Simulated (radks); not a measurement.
Numerical settings for the palladium ion Pd2+, [Kr] 4d8. Calculated with a radial shooting solver on a logarithmic mesh with Libxc functionals: Dirac Kohn-Sham, LDA (Slater exchange, Perdew-Wang correlation), spin-unpolarised, spherical densities, finite nucleus; open shells are shared between the two j in proportion to 2j + 1; Fermi nuclear charge, rms radius 4.5318 fm. The defaults (mesh step 0.008 in ln r, mesh end at 40 bohr or more with all orbitals vanishing there, Anderson mixing 0.5 over 9 steps, residual threshold near 1e-9 with the energy settled to 1e-9 hartree or 1e-11 of itself, here a cap of 79 iterations) give E = -5040.9636 hartree and 4d5/2 at -27.363 eV in 14 iterations. Run on one thread of a shared host, so times are rough (Intel(R) Xeon(R) 6975P-C): 0.08 s of CPU time, 0.08 s wall, 14 iterations on 2198 mesh points. Changes against that run (0 stands for a change within the tolerance of the run):

mesh step in ln r 0.03: iterations 14; converged yes; E (mhartree) +0.00115; e(4d5/2) (meV) 0; CPU (s) 0.03
mesh step in ln r 0.02: iterations 14; converged yes; E (mhartree) 0; e(4d5/2) (meV) 0; CPU (s) 0.04
mesh step in ln r 0.005: iterations 14; converged yes; E (mhartree) 0; e(4d5/2) (meV) 0; CPU (s) 0.13
mesh end (bohr) 5: iterations 14; converged yes; E (mhartree) +3.77; e(4d5/2) (meV) +139; CPU (s) 0.09
mesh end (bohr) 2: iterations 13; converged level above zero; E (mhartree) +5.39e+03; e(4d5/2) (meV) +3.59e+04; CPU (s) 0.07
residual threshold 1e-05: iterations 10; converged yes; E (mhartree) 0; e(4d5/2) (meV) +0.176; CPU (s) 0.08
residual threshold 0.1: iterations 9; converged yes; E (mhartree) 0; e(4d5/2) (meV) -2.25; CPU (s) 0.07
mixing 1.5: iterations 16; converged yes; E (mhartree) 0; e(4d5/2) (meV) 0; CPU (s) 0.1
linear mixing, mixing 0.2: iterations 79; converged no; E (mhartree) 0; e(4d5/2) (meV) 0; CPU (s) 0.36
linear mixing, mixing 0.8: iterations 79; converged no; E (mhartree) 0; e(4d5/2) (meV) 0; CPU (s) 0.42
mixing history 2: iterations 18; converged yes; E (mhartree) 0; e(4d5/2) (meV) 0; CPU (s) 0.1
iteration cap 3: iterations 3; converged no; E (mhartree) +26.4; e(4d5/2) (meV) -1.03e+03; CPU (s) 0.03

Settled on a wrong energy, with an occupied level pushed above zero by the early mesh end: mesh end (bohr) 2 (+5.39 hartree). Apart from these: settings that end as converged yet miss the energy by more than 1 mhartree: mesh end (bohr) 5 (+0.00377 hartree). A mesh that ends early acts as a hard wall.
